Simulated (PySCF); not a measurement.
Spin states of CsLi

Unrestricted PBE0; PySCF, scalar-relativistic core potentials, basis sets Cs def2-TZVP with ECP46, Li def2-TZVP. Outer shells of the fragments: Cs 6s1; Li 2s1.

Followed along the bond (rough minima from three points):

```json
{"2Ms+1": "1", "unpaired": "none", "⟨S²⟩ at the start": "0.00", "R at minimum (Å)": "3.75", "Te (eV)": "0.00"}
{"2Ms+1": "3", "unpaired": "σ ↑, π ↑", "⟨S²⟩ at the start": "2.00", "R at minimum (Å)": "3.53", "Te (eV)": "1.05"}
{"2Ms+1": "1", "unpaired": "σ ↑, π ↓", "⟨S²⟩ at the start": "1.00", "R at minimum (Å)": "3.70", "Te (eV)": "1.46"}
{"2Ms+1": "3", "unpaired": "σ ↑↑", "⟨S²⟩ at the start": "2.00", "R at minimum (Å)": "none in the scan", "Te (eV)": "≤ 0.57"}
```

Solutions found at the starting distance of 3.490 Å, counted from the lowest of them; the search is not exhaustive and high or unbound solutions are not listed, so other states can lie among these:

```tsv
2Ms+1	unpaired	term	E (eV)	⟨S²⟩	⟨Lz²⟩	μ (D)
1	none	¹Σ⁺	0.00	0.00	0.00	-4.74
3	σ ↑↑	³Σ⁺	0.81	2.00	0.00	-0.59
3	σ ↑, π ↑	³Π	1.03	2.00	1.00	-6.63
1	σ ↑, π ↓	mixed	1.44	1.00	1.00	-5.68
3	σ ↑, δ ↑	³Δ	2.19	2.00	4.00	2.30
1	σ ↑, δ ↓	mixed	2.21	1.00	4.00	2.15
```

A term symbol is given only where ⟨S²⟩ and ⟨Lz²⟩ are close to those of a pure state; real π, δ and φ orbitals otherwise mix terms. A positive dipole means Cs(−)Li(+).

Spin–orbit coupling is left out. Counting both spins, an empty level lies below a filled one in some of these solutions, because spin and occupation are held.
